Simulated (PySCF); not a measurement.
Species: `O[SiH2][C@H](C[Si@@H](C)F)F`. The columns A, B, C and D hold Mulliken, IAO, Hirshfeld and ESP-fitted charges (e) of one PBE0/pcSseg-1 density (PySCF), in a shuffled order. Coordinates in Å (GFN2-xTB); the density's dipole moment is (2.77, -0.27, -0.15) D.

| atom | x | y | z | A | B | C | D |
| --- | --- | --- | --- | --- | --- | --- | --- |
| C1 | -2.826 | -0.889 | -0.463 | -0.647 | -0.216 | -0.704 | -0.744 |
| Si2 | -1.856 | 0.727 | -0.328 | +1.060 | +0.451 | +0.938 | +1.226 |
| F3 | -2.511 | 1.588 | 0.885 | -0.437 | -0.220 | -0.385 | -0.546 |
| C4 | -0.034 | 0.480 | 0.162 | -0.563 | -0.173 | -0.496 | -0.579 |
| C5 | 0.831 | -0.103 | -0.947 | -0.115 | -0.024 | +0.179 | -0.093 |
| F6 | 0.287 | -1.323 | -1.359 | -0.351 | -0.117 | -0.289 | -0.341 |
| Si7 | 2.651 | -0.398 | -0.433 | +0.845 | +0.398 | +0.632 | +1.017 |
| O8 | 3.164 | 1.118 | -0.156 | -0.557 | -0.302 | -0.733 | -0.796 |
| H9 | -2.430 | -1.522 | -1.251 | +0.151 | +0.042 | +0.173 | +0.170 |
| H10 | -3.874 | -0.698 | -0.679 | +0.142 | +0.046 | +0.167 | +0.161 |
| H11 | -2.780 | -1.455 | 0.464 | +0.144 | +0.048 | +0.182 | +0.162 |
| H12 | -1.997 | 1.608 | -1.484 | -0.127 | -0.082 | -0.182 | -0.156 |
| H13 | 0.034 | -0.170 | 1.037 | +0.151 | +0.042 | +0.137 | +0.150 |
| H14 | 0.407 | 1.436 | 0.445 | +0.166 | +0.051 | +0.141 | +0.170 |
| H15 | 0.768 | 0.538 | -1.834 | +0.135 | +0.039 | +0.054 | +0.141 |
| H16 | 2.705 | -1.206 | 0.785 | -0.127 | -0.083 | -0.133 | -0.158 |
| H17 | 3.398 | -1.032 | -1.516 | -0.121 | -0.084 | -0.144 | -0.154 |
| H18 | 4.053 | 1.309 | 0.131 | +0.251 | +0.184 | +0.463 | +0.370 |

Which column most likely holds the ESP-fitted charges?

C. Σ q r misses the density's dipole by 0.03 D (C), 0.80 D (A), 0.82 D (B), 1.62 D (D). Charges fitted to the outside potential are the only set here that is tied to the molecule's multipoles.

And the Hirshfeld charges?

B. The mean sizes are 0.144 e (B), 0.338 e (A), 0.341 e (C), 0.396 e (D), and Hirshfeld charges are commonly the smallest of these schemes.

As computed, A = Mulliken, B = Hirshfeld, C = ESP-fitted, D = IAO. Hydrogens on carbon: Mulliken +0.14 to +0.17, Hirshfeld +0.04 to +0.05, ESP-fitted +0.05 to +0.18, IAO +0.14 to +0.17 e.

The Hirshfeld scheme weights the molecular density at each point by an atom's share of the summed free-atom densities. The Mulliken scheme counts on each atom the diagonal of the density matrix times the overlap matrix over that atom's basis functions.

One conformer (not necessarily the lowest) at the GFN2-xTB geometry, without solvent, vibrations or thermal averaging.

Shape of the structure used: `[CH3:1][Si@@H:2]([F:3])[CH2:4][C@H:5]([F:6])[SiH2:7][OH:8]`: C1–Si2–C4–C5 73°, Si2–C4–C5–F6 -57°, C4–C5–Si7–O8 -65°, H–O8–Si7–C5 179°.
